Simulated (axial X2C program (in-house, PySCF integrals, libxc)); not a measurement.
Ionising the radicals of a process plasma

Computed with an in-house all-electron X2C program for linear molecules (integrals from PySCF), spin-free (one-electron X2C) or two-component (2c: spin–orbit coupling with atomic mean-field Coulomb and Gaunt terms, which also bring small scalar terms), in Dyall basis sets with cores contracted in-house; open shells are unrestricted.

Level PBE0, spin-free. Basis sets: B dyall-v3z, Br dyall-cv3z, Cl dyall-av3z, Cu dyall-cv3z, F dyall-av3z, Ge dyall-cv3z, H dyall-v3z, In dyall-cv3z, Mo dyall-cv3z, P dyall-v3z, S dyall-av3z, Sb dyall-cv3z.

| species | state | ion state | adiabatic IE with zero-point terms (eV) | D0 (eV) | D0 of the ion (eV) |
| --- | --- | --- | --- | --- | --- |
| In₂ | M_S = 1, Λ = 1 | M_S = 1/2, Λ = 0 | 5.44 | 1.24 | 1.43 |
| MoB | M_S = 5/2, Λ = 1 | M_S = 3, Λ = 0 | 7.03 | n/a | n/a |
| MoH | M_S = 5/2, Λ = 0 | M_S = 2, Λ = 0 | 7.71 | 2.25 | n/a |
| SbCl | M_S = 1, Λ = 0 | M_S = 1/2, Λ = 1 | 8.62 | 3.17 | 3.59 |
| SbH | M_S = 1, Λ = 0 | M_S = 1/2, Λ = 1 | 8.94 | 2.46 | 2.57 |
| PBr | M_S = 1, Λ = 0 | M_S = 1/2, Λ = 1 | 9.17 | 2.98 | 4.33 |
| CuH | M_S = 0, Λ = 0 | M_S = 1/2, Λ = 0 | 9.31 | 2.58 | 1.21 |
| GeS | M_S = 0, Λ = 0 | M_S = 1/2, Λ = 1 | 9.95 | 5.55 | 3.52 |
| BF | M_S = 0, Λ = 0 | M_S = 1/2, Λ = 0 | 10.84 | 7.67 | 5.48 |

(1) Which of these can a metastable argon atom (³P2, 11.55 eV, NIST) ionise on energy grounds?

(2) Which of these can a metastable xenon atom (³P2, 8.32 eV, NIST) ionise on energy grounds?

(3) Give the threshold for dissociative ionisation to the lowest fragments, IE + D0(ion).

Each entry is the lowest single determinant of a limited PBE0 search at one distance. De goes to single-determinant-based atoms at the same level (for ions the charge split of lowest energy) and is withheld (n/a) where an atom does not fit its ground term or J level. Main or longest-lived isotopes. One determinant is a doubtful description, or other states lie close, for In₂, MoB, MoB⁺, MoH⁺, SbCl, SbH, PBr, PBr⁺; these need not be ground states, and all values refer to the states named. The functionals have no current term, which raises determinants with orbital currents. These values were not checked against measured ones; errors of some tenths of an eV are usual, and D0 of doubtful transition-metal species is not given. Spin-free thresholds lack the spin–orbit lowering of heavy atomic ions, up to half an eV for Sn⁺ or Sb⁺.

Results:

(1) At PBE0, spin-free, IE lies below 11.55 eV for In₂, MoB, MoH, SbCl, SbH, PBr, CuH, GeS, BF.

(2) At PBE0, spin-free, IE lies below 8.32 eV for In₂, MoB, MoH. Within the error of the method (some tenths of an eV) the answer is open for SbCl.

(3) At PBE0, spin-free: In₂ → In+ + In: 6.87 eV; SbCl → Sb+ + Cl: 12.21 eV; SbH → Sb+ + H: 11.51 eV; PBr → Br + P+: 13.50 eV; CuH → Cu+ + H: 10.52 eV; GeS → Ge+ + S: 13.47 eV; BF → F + B+: 16.32 eV.
